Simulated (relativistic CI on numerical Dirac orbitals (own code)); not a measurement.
Computed by Dirac-Coulomb-Breit CI, orbitals from a KLI potential per configuration, a model potential for QED, unscaled Slater integrals (own radial code, finite nucleus).

The strongest absorption lines from the ground level of an ion, among the configurations computed and to levels below about 7410 eV (vacuum wavelength in nm, gf): 0.16791 (0.25), 0.21712 (0.38), 0.21770 (0.2), 0.21811 (0.17), 0.22075 (1), 0.22216 (0.57), 2.1017 (0.21), 2.1019 (0.13).

Problem. Which ion is it?
A. Ag42+
B. Cs48+
C. Cs50+
D. Eu58+

Solution. C. Cs50+ has 5 electrons and the ground level 2s2 2p 2P°_1/2; the strongest line goes to 2s2 3d 2D_3/2. The pattern of lines fixes the number of electrons, and along that sequence the line energies rise steadily with the charge (about as its square where n changes within one kind of shell, about linearly where n is kept but much faster in heavy ions where fine structure, which grows about as Z⁴, sets the gap, and irregularly where shells cross), which fixes Z. Configurations outside the model, such as inner-shell arrays, can give stronger lines. At this charge energies of transitions that change n are usually good to better than 1 %, and those within a shell (Δn = 0) to a few per cent.

LS names give the leading component of a level, which can be under half, so a name can repeat, a term be missing and a line seem to break the LS rules.
